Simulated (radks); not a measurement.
Q: These are the eigenvalues of the occupied orbitals of an atom or ion with whole-number occupations (eV). Method: Dirac Kohn-Sham, PBE, spin-unpolarised, spherical densities, finite nucleus; Fermi nuclear charge, rms radius of each element as measured or else 0.836 A^(1/3) + 0.57 fm; computed with a radial shooting solver on a logarithmic mesh with Libxc functionals.

1s1/2: -4429.124
2s1/2: -507.4338
2p1/2: -424.4067
2p3/2: -419.7675
3s1/2: -86.4207
3p1/2: -64.9585
3p3/2: -64.4155

Which element is it, and in what charge state? The configuration may be excited. Open shells, if any, are shared by 2j + 1.

A: Z = 21, scandium, charge +3: Sc3+ in [Ar]. The list shows which subshells hold electrons but not how many an open one holds; the 1s level, -162.77 hartree, gives Z - s = 18.0 by -(Z - s)^2/2, which with screening and relativity narrows Z to a few neighbours, and the depths of the outer levels then fix element, charge and occupations together.
